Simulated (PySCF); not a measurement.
**The electron affinity along the 4d series**

All values are computed (PySCF 2.14, energy differences of UHF-based or UKS calculations, no spin-orbit coupling). Values in eV. The last column holds reference values (measured affinities from photodetachment; the arrow runs from anion to atom). Unmarked ones compare directly (S terms, centres of terms, or small fine structure); those marked * lie between the lowest fine-structure levels and include a spin-orbit shift.

| element | configurations | UHF | MP2 (valence) | SCS-MP2 (valence) | reference |
| --- | --- | --- | --- | --- | --- |
| Nb (aug-cc-pwCVTZ-DK, spin-free X2C) | [Kr] 4d4 5s2 → [Kr] 4d4 5s1 | -0.230 | 0.259 | 0.363 | 0.917 * |
| Tc (aug-cc-pwCVTZ-DK, spin-free X2C) | [Kr] 4d6 5s2 → [Kr] 4d5 5s2 | -0.906 | 0.027 | 0.181 | n/a |
| Ru (aug-cc-pwCVTZ-DK, spin-free X2C) | [Kr] 4d7 5s2 → [Kr] 4d7 5s1 | -0.136 | 0.566 | 0.656 | 1.046 * |
| Rh (aug-cc-pwCVTZ-DK, spin-free X2C) | [Kr] 4d8 5s2 → [Kr] 4d8 5s1 | -0.068 | 0.757 | 0.833 | 1.143 * |
| Pd (aug-cc-pwCVTZ-DK, spin-free X2C) | [Kr] 4d10 5s1 → [Kr] 4d10 | -0.234 | n/a | n/a | 0.562 |

The highest occupied level of the anion is positive for Nb⁻ at UHF; Ru⁻ at UHF, so there the basis helps to hold the electron.

"Valence" correlates the outer s and p shells and, in groups 3 to 12 and the f block, the outer d or f shell, open or full, or the next shell where the ion has no valence electron left; the wider scheme adds the next inner shell.
